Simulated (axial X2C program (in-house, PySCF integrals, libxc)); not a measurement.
Curves of IMoI⁺ from open-shell CI on d3 s0 p(π)0

Computed with an axial X2C code built on PySCF integrals: two-component X2C with atomic mean-field Coulomb and Gaunt terms, basis I dyall-v3z, Mo dyall-v3z (cores contracted in-house). Orbitals come from Hartree–Fock averaged over the configuration Mo d3 s0 p(π)0; CI then distributes these electrons over the d, s, p(π) shells of Mo.

Scan along the symmetric stretch (R is each bond); masses I 126.904 u, Mo 97.905 u, I 126.904 u. Energies in cm⁻¹ from the lowest point; levels are followed by energy order within each Ω. Lowest level at 2.607 Å: 100% d3.

```
R (Å)  (1)Ω=1/2  (1)Ω=3/2  (2)Ω=1/2  (3)Ω=1/2  (2)Ω=3/2  (1)Ω=5/2  (3)Ω=3/2  (2)Ω=5/2  (1)Ω=7/2
2.425      3151      3227      6914      7457      8073      8687     11312     12574     13918
2.516       304       403      2814      3363      3976      4591      7813      9072     10417
2.607         0       138      1584      2133      2724      3322      6980      8230      9565
2.711      1842      2064      2737      3288      3824      4381      8349      9582     10900
2.816      5259      5645      5815      6393      6817      7307     11460     12634     13349
2.933     10244     10845     10684     11381     11620     11986     16193     16896     17321
3.076     17380     18084     17735     18669     18737     18802     22597     23062     23446
```

Q: Fit the curves (1)Ω=1/2, (1)Ω=3/2, (2)Ω=1/2, (3)Ω=1/2, (2)Ω=3/2, (1)Ω=5/2 near their minima.

A: From the open-shell CI curves, Te from the lowest:

```
   level  Te (cm⁻¹)  Re (Å)  ωe (cm⁻¹)
(1)Ω=1/2          0   2.573      181.3
(1)Ω=3/2        120   2.572      182.8
(2)Ω=1/2       1716   2.610      183.0
(3)Ω=1/2       2267   2.610      182.6
(2)Ω=3/2       2857   2.611      181.1
(1)Ω=5/2       3454   2.612      180.0
```

Without dynamic correlation distances can be off by several hundredths of an Å (long for ionic bonds, short for multiple bonds) and the wavenumbers are rough.

The 9 lowest curves are shown; the next is (4)Ω=1/2, from 9790 cm⁻¹.

There is no dynamic correlation: spin–orbit spacings and, for f shells, spacings inside one term are the most reliable numbers, splittings between terms come out too wide, and energies between configurations are not reliable, so the lowest level need not be the ground state of the molecule. For d shells the ligand-field splittings (σ, π, δ) and their order can be off by a thousand cm⁻¹ or more. At most 4 roots were kept for each Ω > 0 (twice that for Ω = 0) within 3.2 eV of the lowest, so higher up levels can be missing between those listed; levels with Ω > 0 are doubly degenerate and listed once, Ω = 0 levels singly. The open spinors mix strongly with ligand orbitals, which this small active space describes poorly. Some active spinors are only partly of the character that their shell is named for, so the shell names and counts are nominal. States that fill the shells left empty in the average are placed too high. The molecule was held linear; bending was not examined.
